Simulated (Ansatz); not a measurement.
`[SH][Hf]([Cl])([Cl])[Cl]` + HCl → `[Cl][Hf]([Cl])([Cl])[Cl]` + H₂S at 298.15 K and 1 bar (ligand exchange at the Hf–S bond).

Isolated molecules relaxed with PBE0-D4/def2-TZVP in Ansatz; ΔE leaves out vibrations. CBS: MP2 limit from def2 TZ/QZ plus the TZ coupled-cluster correction, frozen cores. This one scheme is used for every species. Elements past krypton have def2 core potentials. For Hf outer-core shells are correlated without core-valence functions, which leaves a few kJ/mol of doubt a bond. One conformer a species, not always the lowest.

```csv
species,CCSD(T)/CBS energy (Eh),H − E (kJ/mol),S (J/(mol·K))
`[SH][Hf]([Cl])([Cl])[Cl]`,-1825.89364,57.2,415.7
HCl,-460.38127,26.6,186.8
`[Cl][Hf]([Cl])([Cl])[Cl]`,-1887.32756,35.3,375.2
H₂S,-398.97279,49.9,205.7
```

H − E and S are ideal-gas, rigid-rotor, harmonic terms from PBE0-D4/def2-TZVP, for one conformer and one mirror image of each species. 1 Eh = 2625.50 kJ/mol, R = 8.31446 J/(mol·K).

Problem. By hand: ΔE, ΔH, ΔS and ΔG.

Solution. ΔE = (-1887.32756) + (-398.97279) − (-1825.89364) − (-460.38127) = -0.02544 Eh = -66.8 kJ/mol. Δ(H − E) = 35.3 + 49.9 − 57.2 − 26.6 = 1.4, so ΔH = -65.4 kJ/mol. ΔS = 375.2 + 205.7 − 415.7 − 186.8 = -21.6 J/(mol·K). ΔG = -65.4 − 298.15 × (-21.6)/1000 = -59.0 kJ/mol.

Problem. By hand: the equilibrium constant, and the temperature at which ΔG would vanish if ΔH and ΔS stayed fixed.

Solution. log₁₀ K = −ΔG/(RT ln 10) = 10.3. ΔG = 0 at ΔH/ΔS = 3028 K, far beyond where these terms or the molecules hold.

ΔH outweighs TΔS. A doubt of 5 kJ/mol in ΔE shifts log₁₀ K by 0.9 here. Other conformers and mirror images would add mixing entropy, several J/(mol·K) or more a flexible species. These are equilibria of isolated gas molecules and say nothing of rates. Largest T1 diagnostic: 0.014 (customary marks: 0.02 for closed shells, 0.045 for open ones).
